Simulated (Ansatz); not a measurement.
Job for Ansatz (a program for electronic structure): U-BHLYP/def2-TZVPP on C4H4 (SMILES C1=CC=C1), 2S+1 = 1, a spin state set in the input, which need not be the lowest.

Ansatz 0.2 input:
```yaml
crystal:
  periodic: [false, false, false]
  atoms:
    - {symbol: C, position_ang: [1.02152695, -0.13973325, 0.01940750]}
    - {symbol: C, position_ang: [0.30743480, 0.97911343, 0.10119330]}
    - {symbol: C, position_ang: [-1.02152695, 0.13973325, -0.01940750]}
    - {symbol: C, position_ang: [-0.30743480, -0.97911343, -0.10119330]}
    - {symbol: H, position_ang: [2.07440130, -0.37737219, 0.03066891]}
    - {symbol: H, position_ang: [0.53913545, 2.02809760, 0.20650469]}
    - {symbol: H, position_ang: [-2.07440130, 0.37737219, -0.03066891]}
    - {symbol: H, position_ang: [-0.53913545, -2.02809760, -0.20650469]}
basis:
  gaussian:
    orbitals: def2-TZVPP
hamiltonian:
  xc: {name: BHLYP}
magnetization: {spin_polarized: true, initial_magnetization: 0}
```

It printed:

```
WARN ansatz: RAYON_NUM_THREADS=2 ignored (pool sized by the plan → 2); use --threads N
Functional definition: BHLYP
integrals: 0.07 GiB planned
1120 factors; their error is unknown
mean field: 0.95 GiB planned
mean field evaluation 1: about -4202.9355 eV, gradient 3.2e1 eV
mean field evaluation 2: about -4204.0025 eV, gradient 2.8e1 eV
mean field evaluation 4: about -4207.7487 eV, gradient 3.1e-1 eV
mean field evaluation 8: about -4207.7700 eV, gradient 4.2e-3 eV
mean field evaluation 16: about -4207.7991 eV, gradient 3.5e-1 eV
mean field evaluation 32: about -4207.7491 eV, gradient 3.9e-2 eV
mean field -4207.81004537 eV, -154.6341670114 hartree, gradient 1.4e-5 eV, S^2 0.330554; 4 other end points of the search recorded, 0 dependent functions left out
reference -4207.81019629 eV, -154.6341725576 hartree; 14, 14 occupied and 166, 166 virtual orbitals, 1120 factors
Total energy: -4207.81019629 eV, -154.6341725576 hartree
```

Self-consistency was reached. Its determinant has ⟨S²⟩ = 0.33, a mixture of spin states.

Cost: around 25 core-seconds (rough).
